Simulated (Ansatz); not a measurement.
Gas-phase electronic energies from Ansatz, PBE0-D4/def2-TZVP geometries. CCSD(T)/CBS is the MP2 limit (def2-TZVPP, def2-QZVPP) plus CCSD(T) − MP2 in def2-TZVPP, frozen cores. Functionals use def2-TZVPP. For Br outer-core shells are correlated without core-valence functions, which leaves a few kJ/mol of doubt a bond. Scalar relativity is left out up to krypton. One conformer a species, not always the lowest.

Reaction (ligand exchange at a B–C bond): `CB/C=C/Br` + `NBN` → `CBNBN` + `C=CBr`

```csv
level,ΔE (kJ/mol)
PBE0-D4,-90.5
PBE,-87.9
HF/def2-TZVPP,-98.8
HF/def2-QZVPP,-98.8
```

Question: What does CCSD(T)/CBS give? (Best estimate.)

Answer: Ansatz gave: -95.4 kJ/mol. The listed levels differ from it by 4.9, 7.5, -3.4, -3.4 kJ/mol.

Largest T1 diagnostic among the species: 0.012.
